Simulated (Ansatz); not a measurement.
Geometry optimisation, Ansatz 0.2.0, RKS BLYP-D4/def2-SVP.

The input (input.yaml):

```yaml
crystal:
  periodic: [false, false, false]
  atoms:
    - { symbol: Al, position_ang: [-0.537759, 1.489708, 0.529708] }
    - { symbol: O, position_ang: [0.465421, -1.502886, 0.655198] }
    - { symbol: C, position_ang: [0.705416, -1.684705, -0.746018] }
    - { symbol: O, position_ang: [-1.963522, 1.709644, 1.456541] }
    - { symbol: O, position_ang: [-0.746402, 1.631214, -1.171272] }
    - { symbol: H, position_ang: [0.996623, -0.73382, 0.948923] }
    - { symbol: H, position_ang: [0.849127, 1.177798, 1.135796] }
    - { symbol: H, position_ang: [0.447953, -0.774792, -1.343478] }
    - { symbol: H, position_ang: [1.76427, -1.971661, -0.966383] }
    - { symbol: H, position_ang: [0.049067, -2.505775, -1.096421] }
    - { symbol: H, position_ang: [-2.009019, 1.543474, 2.412626] }
    - { symbol: H, position_ang: [-0.021177, 1.6217, -1.81542] }
basis:
  gaussian: { orbitals: def2-SVP }
hamiltonian:
  xc: blyp
  dispersion: d4
relax:
  f_tol: 0.03
  max_steps: 50
```

Command:

```bash
$ ansatz run input.yaml --threads 2 --pin off --max-ram 3072MiB --backend cpu --events-out ev --progress --plain --runs-dir out
```

**Question.** Where does it end, and by what steps?

**Answer.** The run converged. After 22 steps the energy has fallen by 0.858 eV; H10 moved furthest, 1.31 Å. Joined: Al1–O2.

| step | energy less start (eV) | largest force component (eV/Å) | accepted |
| --- | --- | --- | --- |
| 0 | 0.0000 | 0.624 | yes |
| 1 | -0.0968 | 0.481 | yes |
| 2 | -0.2264 | 1.079 | yes |
| 3 | -0.3707 | 1.391 | yes |
| 4 | -0.4392 | 2.195 | yes |
| 5 | -0.6210 | 0.656 | yes |
| 6 | -0.6795 | 0.427 | yes |
| 7 | -0.6817 | 0.679 | yes |
| 8 | -0.7366 | 0.301 | yes |
| 9 | -0.7681 | 0.290 | yes |
| 10 | -0.7832 | 0.591 | yes |
| 11 | -0.7826 | 1.395 | no |
| 12 | -0.8162 | 0.209 | yes |
| 13 | -0.8331 | 0.160 | yes |
| 14 | -0.8431 | 0.290 | yes |
| 15 | -0.8500 | 0.189 | yes |
| 16 | -0.8532 | 0.085 | yes |
| 17 | -0.8559 | 0.178 | yes |
| 18 | -0.8404 | 0.435 | no |
| 19 | -0.8556 | 0.087 | no |
| 20 | -0.8574 | 0.038 | yes |
| 21 | -0.8569 | 0.081 | no |
| 22 | -0.8578 | 0.008 | yes |

```xyz
12
Properties=species:S:1:pos:R:3
Al -0.130 1.151 0.550
O 0.788 -0.634 0.487
C 0.355 -1.534 -0.582
O -1.774 0.722 0.932
O 0.136 1.498 -1.143
H 1.757 -0.498 0.442
H 0.847 1.827 1.620
H 0.487 -1.039 -1.562
H 0.914 -2.486 -0.513
H -0.719 -1.709 -0.397
H -2.106 0.780 1.843
H -0.554 1.923 -1.678
```

Whether the end is a true minimum wasn't checked by a vibrational analysis.

The run took 44 s on 2 threads of Arm Neoverse V2 (shared host), peak memory 0.14 GiB.
